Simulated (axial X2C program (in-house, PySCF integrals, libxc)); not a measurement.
## Outer orbitals of PbB at 2.233 Å, PBE0

Calculated with an axial X2C code built on PySCF integrals. Spin-free means the one-electron spin-free X2C Hamiltonian; two-component (2c) means X2C with spin–orbit coupling and atomic mean-field two-electron Coulomb and Gaunt terms, so the difference of the two also holds small scalar two-electron terms. Basis: Pb dyall-cv3z [12s14p10d7f1g], B dyall-v3z [7s6p2d1f] (cores contracted in-house); Gaussian nuclei, density fitting, unrestricted open shells. Masses: Pb 207.977 u, B 11.009 u.

The distance is close to the 2c PBE0 minimum; the highest filled and lowest empty levels are listed.

Spin-free orbitals, state M_S = 3/2, Λ = 0 (beyond evenly filled blocks: σα, π+α, π-α) (Löwdin shares):

```tsv
symmetry	occupied	ε (eV)	atomic character
σα	yes	-23.60	98% Pb d
δ-α	yes	-23.55	100% Pb d
δ+α	yes	-23.55	100% Pb d
π-α	yes	-23.46	99% Pb d
π+α	yes	-23.46	99% Pb d
σβ	yes	-23.41	98% Pb d
δ-β	yes	-23.38	100% Pb d
δ+β	yes	-23.38	100% Pb d
π-β	yes	-23.28	100% Pb d
π+β	yes	-23.28	100% Pb d
σα	yes	-15.15	60% Pb s, 24% B s, 11% B p
σβ	yes	-13.59	65% Pb s, 19% B s, 12% B p
σα	yes	-10.41	47% B s, 24% Pb p, 17% Pb s
σβ	yes	-8.37	44% B s, 33% Pb p, 14% Pb s
σα	yes	-6.01	56% B p, 31% Pb p, 6% Pb s
π+α	yes	-5.82	52% Pb p, 44% B p
π-α	yes	-5.82	52% Pb p, 44% B p
π+β	no	-2.87	64% Pb p, 33% B p
π-β	no	-2.87	64% Pb p, 33% B p
σβ	no	-2.25	51% B p, 25% Pb p, 15% B s
π+α	no	-1.78	45% B p, 41% Pb p, 8% Pb d
π-α	no	-1.78	45% B p, 41% Pb p, 8% Pb d
```

Spinors with spin–orbit coupling (state Ω = 3/2):

| ω | occupied | ε (eV) | atomic character | λ mixture |
| --- | --- | --- | --- | --- |
| -3/2 | yes | -24.81 | 100% Pb d | 82% δ, 18% π |
| -1/2 | yes | -24.79 | 99% Pb d | 60% π, 40% σ |
| 1/2 | yes | -24.77 | 99% Pb d | 54% π, 46% σ |
| 3/2 | yes | -24.74 | 100% Pb d | 79% δ, 21% π |
| 5/2 | yes | -22.28 | 100% Pb d | 100% δ |
| 1/2 | yes | -22.26 | 98% Pb d | 54% σ, 46% π |
| -1/2 | yes | -22.24 | 98% Pb d | 60% σ, 40% π |
| 3/2 | yes | -22.21 | 99% Pb d | 79% π, 21% δ |
| -5/2 | yes | -22.15 | 100% Pb d | 100% δ |
| -3/2 | yes | -22.12 | 100% Pb d | 82% π, 18% δ |
| 1/2 | yes | -14.94 | 58% Pb s, 25% B s, 11% B p | 100% σ |
| -1/2 | yes | -13.62 | 64% Pb s, 19% B s, 12% B p | 100% σ |
| 1/2 | yes | -10.32 | 45% B s, 24% Pb p, 18% Pb s | 100% σ |
| -1/2 | yes | -8.51 | 42% B s, 34% Pb p, 15% Pb s | 98% σ, 2% π |
| 1/2 | yes | -6.11 | 49% B p, 39% Pb p, 6% B s | 86% σ, 14% π |
| -1/2 | yes | -6.09 | 58% Pb p, 35% B p, 2% B s | 94% π, 6% σ |
| 3/2 | yes | -5.56 | 58% B p, 38% Pb p, 2% Pb d | 100% π |
| 1/2 | no | -3.09 | 63% Pb p, 33% B p | 85% π, 15% σ |
| -3/2 | no | -2.62 | 58% Pb p, 40% B p | 100% π |
| -1/2 | no | -2.45 | 57% B p, 22% Pb p, 13% B s | 84% σ, 16% π |
| -1/2 | no | -1.77 | 50% B p, 37% Pb p, 8% Pb d | 88% π, 12% σ |

Question: How does the gap between the highest filled and lowest empty level change from the spin-free to the 2c table?

Answer: From 2.95 to 2.47 eV at PBE0, a change of -0.48 eV.

Mulliken charges and populations of the two-component result (they depend on the basis, above all on diffuse functions):

Pb 0.28 e (s 11.90 p 25.80 d 30.01 f 14.01), B -0.28 e (s 3.75 p 1.50 d 0.03). ⟨Lz⟩ = 0.19 ħ and ⟨Sz⟩ = 1.31 ħ (0.58 and 0.72 on the two atoms), which add up to Ω.

The state is one determinant whose occupation by symmetry is held fixed; it was picked as the lowest of a PBE0 search that is not exhaustive. Density functionals use the spin component along the axis (collinear). Other states lie close and PBE0, whose exact exchange favours high spin, may order them wrongly; the determinant shown need not be the ground state. The nearest other spin-free determinant of the search, M_S = 1/2, Λ = 0, lies 0.33 eV up at the distance of the search. With several unpaired electrons one determinant need not be a pure state. This is the top spin component of a Σ state; components of lower Ω are not single determinants and can lie lower.
